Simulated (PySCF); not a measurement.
CsI: frontier orbitals

PBE0 at R = 3.315 Å; basis Cs x2c-TZVPall, I x2c-TZVPall; spin-free X2C with a Gaussian nucleus; PySCF 2.14. State: ³Π (triplet), unpaired electrons σ ↑, π ↑, a second solution, started from another occupation. Only the outer orbitals are listed, counted within each symmetry.

```
spin  orbital  occ.  ε (eV)  on Cs (%)  main shells (%)
   α      20σ     1  -20.71          1           99 I s
   α      21σ     1  -15.00         95          95 Cs p
   α      11π     1  -14.85        100         100 Cs p
   α      11π     1  -14.84        100         100 Cs p
   α      12π     1  -10.18          1           99 I p
   α      22σ     1   -9.05          5           95 I p
   α      12π     1   -9.02          1           99 I p
   α      23σ     1   -2.45        100          96 Cs s
   α      13π     0   -0.60        100         100 Cs p
   α      13π     0   -0.50        100          99 Cs p
   α      24σ     0   -0.49        100          95 Cs p
   β      20σ     1  -19.60          2           98 I s
   β      21σ     1  -14.92         95          95 Cs p
   β      11π     1  -14.77        100         100 Cs p
   β      11π     1  -14.76        100         100 Cs p
   β      22σ     1   -8.69          5           95 I p
   β      12π     1   -8.66          1           99 I p
   β      12π     0   -6.31          2           98 I p
   β      23σ     0   -0.94        101          98 Cs s
   β      24σ     0    0.14        100          96 Cs p
```

Which are the highest filled and the lowest empty level, where do they sit, and how wide is the gap?

Highest filled α 23σ at -2.45 eV (in %: 96 Cs s); lowest empty β 12π at -6.31 eV (in %: 98 I p); the gap at PBE0 is -3.86 eV.

| Quantity | Value |
| --- | --- |
| bond order (Mayer) | 0.16 |
| ⟨S²⟩ | 2.003 |
| charge on Cs (Mulliken, basis-dependent) | -0.06 |
| charge on Cs (Löwdin, basis-dependent) | -0.42 |
| dipole moment (positive dipole means Cs(−)I(+)) | 1.47 D |

Shares are Mulliken populations and can fall outside 0 to 100 %.

Spin–orbit coupling is left out. Counting both spins, an empty level lies below a filled one in this solution, because spin and occupation are held.
